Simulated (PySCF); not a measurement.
H₆AlNO₃Si, SMILES N[SiH2][O][Al]([OH])[OH] (B3LYP/def2-SVP optimised geometry):

```
12

Si    -1.932    -0.121     0.000
N     -2.678    -0.884     1.355
O     -0.276    -0.121     0.000
Al     1.416    -0.029     0.011
O      2.397    -1.402    -0.161
O      2.251     1.434     0.207
H     -2.397     1.296     0.000
H     -2.388    -0.849    -1.217
H     -2.680    -1.895     1.454
H     -2.704    -0.431     2.263
H      2.068    -2.293    -0.304
H      1.833     2.293     0.307
```

Level of theory: PySCF with B3LYP/def2-TZVP.

Question: What are the frontier orbital energies and the dipole moment?

Answer: HOMO-2 -8.65 eV, HOMO-1 -8.24 eV, HOMO -7.45 eV, LUMO -0.80 eV, LUMO+1 0.39 eV; dipole moment 2.14 D.

On the same geometry PBE/def2-TZVP (PySCF) gives HOMO-2 -7.22 eV, HOMO-1 -6.94 eV, HOMO -6.24 eV, LUMO -1.33 eV, LUMO+1 -0.11 eV; dipole moment 2.07 D.

Meta-Löwdin charges at B3LYP/def2-TZVP: Si1 0.98, N2 -0.73, O3 -0.87, Al4 1.30, O5 -0.78, O6 -0.78, H7 -0.14, H8 -0.14, H9 0.23, H10 0.23, H11 0.35, H12 0.35.
